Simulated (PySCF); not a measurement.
C3H5N2, SMILES c1c[nH][nH+]c1, charge +1.

The structure is a stationary point at TPSSh-D3(BJ)/def2-SVP. The isomer is the one that the SMILES or the coordinates give; other isomers of the formula were not compared.

Level of theory: HF/def2-TZVP (PySCF).

Gas-phase values at a fixed geometry.

Computed frontier levels, gap, dipole moment and polarisability:
highest occupied level: -15.63 eV
lowest empty level: -2.42 eV
orbital gap: 13.21 eV
dipole moment about the centre of nuclear charge: 2.24 D
mean static polarisability: 40.3 bohr³ (5.97 Å³)
polarisability, principal values: 25.4, 46.3, 49.1 bohr³
